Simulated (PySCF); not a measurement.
An element was calculated at PBE (PySCF 2.14, spin-free X2C, a triple-zeta basis, no spin-orbit coupling), in the ground configurations that NIST lists.

- first ionisation energy: 9.594 eV
- second ionisation energy: 20.934 eV
- third ionisation energy: 32.911 eV

Problem. Which element is it?

Solution. Gold (Au, Z = 79), in ANO-RCC-VTZP. NIST lists 9.226, 20.203 ± 0.025, 30 ± 1.6 eV for these ionisation energies.
